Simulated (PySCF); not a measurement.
# What a mistake does to a calculation on AlB2H3N

All numbers below are calculated, not measured. The program is PySCF 2.14.0, an open-source quantum chemistry code, run on an isolated molecule that a program drew, which may never have been made. The molecule is AlB2H3N (charge 0, doublet), drawn as the SMILES string `[BH2][Al][B]=N`.

Each row is a Hartree-Fock (HF) and frozen-core CCSD(T) single point in the cc-pV(D+d)Z basis, meant for a local HF minimum. Run 1 is clean. Each other run has one planted mistake out of seven kinds, and not every kind appears here: one electron removed, one electron added, multiplicity raised by two, geometry at a saddle point, minimal basis STO-3G, one bond length entered in bohr, all coordinates scaled. The reference is restricted for singlets and unrestricted otherwise, and also for a bond in bohr. Adding or removing an electron swaps singlet and doublet. Electrons count all cores. HOMO and LUMO are orbital energies over both spins, the gradient is its largest component, and the lowest frequency (negative if imaginary) is given only where the gradient is small. Bond lengths are over the 6 bonds as drawn. T1 is the CCSD diagnostic: over 0.02 (restricted) or 0.045 (unrestricted) a single reference is doubtful.

Geometry of the clean run:
```xyz
7
AlB2H3N, angstrom
B     0.8078    0.7764    0.4542
Al    2.2049    0.4732   -1.1161
B     4.2498    1.0433   -1.1592
N     5.4403    1.3577   -1.2237
H     0.6129   -0.0662    1.2903
H     0.0922    1.7430    0.4773
H     6.3918    1.6114   -1.2699
```

| run | electrons | basis functions | <S^2> | HOMO (eV) | LUMO (eV) | gradient (hartree/bohr) | lowest frequency (cm^-1) | mean bond (Å) | longest bond (Å) | T1 | HF (hartree) | CCSD(T) (hartree) | mistake |
|---|---|---|---|---|---|---|---|---|---|---|---|---|---|
| 1 | 33 | 80 | 0.797 | -7.77 | 0.50 | 2.3e-05 | 95 | 1.4786 | 2.124 | 0.0274 | -347.43271 | -347.85211 | no fault |
| 2 | 33 | 80 | 1.612 | -7.82 | 0.52 | 6.2e-02 | - | 1.6248 | 2.124 | 0.0751 | -347.25969 | -347.68489 | one bond length entered in bohr |
| 3 | 33 | 80 | 3.779 | -6.98 | -1.23 | 4.0e-02 | - | 1.4786 | 2.124 | 0.0244 | -347.32485 | -347.73058 | multiplicity raised by two |
| 4 | 34 | 80 | 0.000 | -0.66 | 5.81 | 3.1e-02 | - | 1.4786 | 2.124 | 0.0324 | -347.42900 | -347.88650 | ? |
| 5 | 33 | 27 | 0.786 | -4.20 | 6.96 | 9.3e-02 | - | 1.4786 | 2.124 | 0.0317 | -343.14787 | -343.35961 | ? |

**Which mistake was planted in run 4, and what did it cost?**

It counts 34 electrons, one more than the clean run, at the same geometry and basis. So the mistake is: one electron added. Subtracting run 1 and multiplying by 627.51 kcal/mol a hartree, the energy moved by 2.3 kcal/mol in HF and -21.6 kcal/mol in CCSD(T).

**Which mistake was planted in run 5, and what did it cost?**

It has 27 basis functions where the clean run has 80, with the same electrons and geometry. So the mistake is: minimal basis STO-3G. Subtracting run 1 and multiplying by 627.51 kcal/mol a hartree, the energy moved by 2688.8 kcal/mol in HF and 2819.1 kcal/mol in CCSD(T).

Cautions from the logs. Run 2: T1 is over the limit, so its CCSD(T) energy is less reliable; run 4: T1 is over the limit, so its CCSD(T) energy is less reliable.
